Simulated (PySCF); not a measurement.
C2H6BFO, SMILES CB(F)CO.

Coordinates come from a ωB97X-D3(BJ)/def2-SVP optimisation. This is a generated structure with no PubChem entry under its InChIKey; it may be hypothetical. Other conformers were not sampled.

The numbers are results of PySCF 2.14.0 with TDDFT-B3LYP/def2-SVPD, not measurements.

Vertical excitations. Gas-phase values at a fixed geometry.

| state | energy (eV) | λ (nm) | f | main pairs |
|---|---|---|---|---|
| S1 | 6.47 | 192 | 0.000 | HOMO−1→LUMO 98 % |
| S2 | 6.60 | 188 | 0.021 | HOMO→LUMO 100 % |
| S3 | 6.73 | 184 | 0.001 | HOMO→LUMO+1 91 % |
| S4 | 7.36 | 168 | 0.024 | HOMO−1→LUMO+1 98 % |
| S5 | 7.52 | 165 | 0.011 | HOMO→LUMO+2 90 % |
| S6 | 7.85 | 158 | 0.018 | HOMO−1→LUMO+2 98 % |
| S7 | 8.35 | 148 | 0.018 | HOMO→LUMO+3 96 % |
| S8 | 8.54 | 145 | 0.018 | HOMO−2→LUMO 96 % |
| S9 | 8.73 | 142 | 0.001 | HOMO−1→LUMO+3 95 % |
| S10 | 8.90 | 139 | 0.051 | HOMO→LUMO+4 92 % |
| T1 | 5.99 | 207 | 0 | HOMO−1→LUMO 98 % |
| T2 | 6.35 | 195 | 0 | HOMO→LUMO 99 % |
| T3 | 6.45 | 192 | 0 | HOMO→LUMO+1 83 %, HOMO→LUMO+2 15 % |
| T4 | 7.18 | 173 | 0 | HOMO−1→LUMO+1 94 % |
Triplets are in the Tamm–Dancoff approximation, which puts them higher than full response would, so one can lie above its singlet here.
